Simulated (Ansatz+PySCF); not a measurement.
A calculation with Ansatz (development build ahead of 0.2.0).

```yaml
crystal:
  periodic: [false, false, false]
  atoms:
    - { symbol: Si, position_ang: [0.00516, -0.04729, 0.0154] }
    - { symbol: F, position_ang: [0.89487, 0.8975, 0.87428] }
    - { symbol: F, position_ang: [0.88082, -0.91807, -0.88018] }
    - { symbol: F, position_ang: [-0.87521, 0.88684, -0.91252] }
    - { symbol: F, position_ang: [-0.8692, -0.92648, 0.9304] }
basis:
  gaussian: { orbitals: def2-SVP }
magnetization:
  spin_polarized: true
hamiltonian:
  xc: pbe
scf:
  omitted_lower_state_checks: [starts, atomic_configurations, cluster_reference, orbital_swaps, given_window_search, neighbouring_geometries, increment]
output:
  forces: true
```

The input is written out in the form of the current development build from the run's settings.

The run gave:

```yaml
Converged: yes
Total_energy: -688.16573 hartree
Spin_squared_of_the_determinant: 0.000
Stability_test: minimum
```

Forces (eV/Å):
```csv
atom,Fx,Fy,Fz
Si1,-0.997,2.153,-0.323
F2,1.260,1.170,1.304
F3,2.097,-2.190,-2.072
F4,-0.732,0.417,-0.505
F5,-1.628,-1.550,1.596
```
